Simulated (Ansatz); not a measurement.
```tsv
atom	x (Å)	y (Å)	z (Å)
N	0.0000	0.0000	0.0000
H	0.0000	2.3500	0.9500
H	2.0350	-1.1750	0.9500
H	-2.0350	-1.1750	0.9500
```

Basis set: pcseg-2 (spherical functions). Charge 0, multiplicity 1.

Computed with Ansatz (development build ahead of 0.2.0); each method stands on the lowest determinant of its kind that the runs found.

The atomization energy at this shape (free ground-state atoms in the same class of orbitals less the molecule, no zero-point energy) of singlet NH₃:

```
method  atomization energy
   RHF      -1183.7 kJ/mol
```

What does PBE (unrestricted) give?

38.5 kJ/mol. Caution: the shape is not the minimum. Caution for PBE (unrestricted): charge can spread falsely over distant fragments; the unrestricted determinant is a mixture of spin states. Caution for RHF: stretched shape with no unrestricted run beside it, a lower state can exist; the molecule lies well above its atoms at this level.
